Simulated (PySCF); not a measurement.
Isomers of C3H11NSi3, one GFN2-xTB conformer each. Single-point energies are computed at PBE0/pcSseg-1 (PySCF, gas phase, no added dispersion term), electronic only.

**Question.** Rank them by PBE0/pcSseg-1 energy, lowest first (kJ/mol).
A. `[CH2:1]=[CH:2][SiH2:3][CH:4]1[SiH2:5][NH:6][SiH2:7]1` with C1–C2–Si3–C4 12°, C2–Si3–C4–Si5 -174°
B. `[CH3:1][C@@H:2]([C:3]#[N:4])[SiH:5]([SiH3:6])[SiH3:7]` with C1–C2–Si5–Si6 177°
C. `[CH:1]#[C:2][Si@@H:3]([NH2:4])[CH2:5][SiH2:6][SiH3:7]` with C2–Si3–N4–H -63° and 75°, C2–Si3–C5–Si6 70°, Si3–C5–Si6–Si7 68°

**Answer.** A (0.0), B (121.4), C (134.6).

As drawn, the lowest has a four-membered ring and a C=C bond outside aromatic rings, which the highest lacks; the highest has a C≡C bond and an Si–Si bond, which the lowest lacks. GFN2-xTB itself gives, in the same order: 0.0, 81.2, 144.7. Both levels put the same isomer lowest; measured from each level's own lowest isomer, the values differ by up to 40.2 kJ/mol (C[C@@H](C#N)[SiH]([SiH3])[SiH3]: 81.2 against 121.4).

**Question.** Which frontier levels, dipoles and rotational constants go with these structures?

**Answer.** 
```
                         SMILES  HOMO (eV, PBE0/pcSseg-1)  LUMO (eV)  dipole (D)       A, B, C (MHz)
      C=C[SiH2]C1[SiH2]N[SiH2]1                     -7.25      -0.42        0.80  2603, 953.8, 751.3
C[C@@H](C#N)[SiH]([SiH3])[SiH3]                     -8.47      -0.82        3.72   1318, 1156, 836.1
     C#C[Si@@H](N)C[SiH2][SiH3]                     -7.54      -0.09        1.91  2000, 723.5, 638.9
```
